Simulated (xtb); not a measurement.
A run for xtb: GFN-FF on BClH2O (SMILES OBCl), a point of a torsion scan.

```
$ xtb mol.xyz --gfnff --sp --chrg 0 --uhf 0
5

O     -0.97513888    -0.16210052    -0.36717177
B      0.16518297     0.48565894    -0.21449615
Cl     1.00603246     0.49444385     1.30162153
H     -1.34122019    -0.63705983     0.38309863
H      0.60837095     1.06274457    -1.12930300
```

Program output:

```
[...]
           -------------------------------------------------
          |                Calculation Setup                |
           -------------------------------------------------



          ==================== Thresholds ====================
          CN  :   150.00000
          rep :   500.00000
          disp:  2500.00000
          HB1 :   250.00000
          HB2 :   450.00000

          Pauling EN used:
          Z : 1  EN :  2.20
          Z : 5  EN :  2.04
          Z : 8  EN :  3.44
          Z :17  EN :  3.16
          electric field strengths (au): 0.000

           -------------------------------------------------
          |           Force Field Initialization            |
           -------------------------------------------------

          distances ...
          ----------------------------------------
          generating topology and atomic info file ...
          pair mat ...
          computing topology distances matrix with Floyd-Warshall algo ...
          making topology EEQ charges ...
          #fragments for EEQ constrain: 1
          ----------------------------------------
          generating topology and atomic info file ...
          pair mat ...
          computing topology distances matrix with Floyd-Warshall algo ...
          making topology EEQ charges ...
          #fragments for EEQ constrain: 1
          rings ...
          # BATM   4
          # H in HB   2
          doing iterative Hueckel for 1 subsystem(s) ...

  atom   neighbors  erfCN metchar sp-hybrid imet pi  qest     coordinates
    1  O       2    1.93   0.00         3    0    1  -0.420   -1.842745   -0.306326   -0.693854
    2  B       3    2.77   0.02         2    0    1   0.170    0.312151    0.917762   -0.405339
    3  Cl      1    0.98   0.00         0    0    1  -0.068    1.901126    0.934363    2.459708
    4  H       1    0.97   0.00         0    0    0   0.257   -2.534539   -1.203869    0.723951
    5  H       1    0.96   0.01         0    0    0   0.060    1.149654    2.008296   -2.134073

          #atoms :   5
          #bonds :   4
          #angl  :   4
          #tors  :   3
          #nmol  :   1
          #optfrag :   1
           -------------------------------------------------
          |                   G F N - F F                   |
          |          A general generic force-field          |
          |                  Version 1.0.3                  |
           -------------------------------------------------
          Number of HB bonds (bound hydrogen)     6
          Number of HB bonds (unbound hydrogen)   6
          Number of XB bonds                      0

 E+G (total)                   0 d,  0 h,  0 min,  0.000 sec
 distance/D3 list               ...        0 min,  0.000 sec (  0.963%)
 non bonded repulsion           ...        0 min,  0.000 sec ( 11.471%)
 dCN                            ...        0 min,  0.000 sec (  3.006%)
 EEQ energy and q               ...        0 min,  0.000 sec (  7.741%)
 D3                             ...        0 min,  0.000 sec ( 11.371%)
 EEQ gradient                   ...        0 min,  0.000 sec ( 25.241%)
 bonds                          ...        0 min,  0.000 sec (  7.132%)
 bend and torsion               ...        0 min,  0.000 sec ( 10.466%)
 bonded ATM                     ...        0 min,  0.000 sec (  2.635%)
 HB/XB (incl list setup)        ...        0 min,  0.000 sec ( 15.844%)

         :::::::::::::::::::::::::::::::::::::::::::::::::::::
         ::                     SUMMARY                     ::
         :::::::::::::::::::::::::::::::::::::::::::::::::::::
         :: total energy              -0.477868678412 Eh    ::
Note: The following floating-point exceptions are signalling: IEEE_UNDERFLOW_FLAG IEEE_DENORMAL
normal termination of xtb
         :: gradient norm              0.035389106444 Eh/a0 ::
         ::.................................................::
         :: bond energy               -0.444513010248 Eh    ::
         :: angle energy               0.002516463380 Eh    ::
         :: torsion energy             0.000000000042 Eh    ::
         :: repulsion energy           0.031800907422 Eh    ::
         :: electrostat energy        -0.066351868869 Eh    ::
         :: dispersion energy         -0.001258321199 Eh    ::
         :: HB energy                 -0.000000002197 Eh    ::
         :: XB energy                  0.000000000000 Eh    ::
         :: bonded atm energy         -0.000062846743 Eh    ::
         :: external energy            0.000000000000 Eh    ::
         :: add. restraining           0.000000000000 Eh    ::
         :: total charge              -0.000000000000 e     ::
         :::::::::::::::::::::::::::::::::::::::::::::::::::::

           -------------------------------------------------
          |                Property Printout                |
           -------------------------------------------------

molecular dipole:
                 x           y           z       tot (Debye)
 q only:       -0.018      -0.014       0.008       0.061

           -------------------------------------------------
          | TOTAL ENERGY               -0.477868678412 Eh   |
          | GRADIENT NORM               0.035389106444 Eh/α |
           -------------------------------------------------
########################################################################
[WARNING] Runtime exception occurred
-1- gfnff_setup: Could not read topology file.
########################################################################

------------------------------------------------------------------------
------------------------------------------------------------------------
 total:
 SCF:
```

The run finished.

Cost: about 0.020 core-seconds (a rough figure).
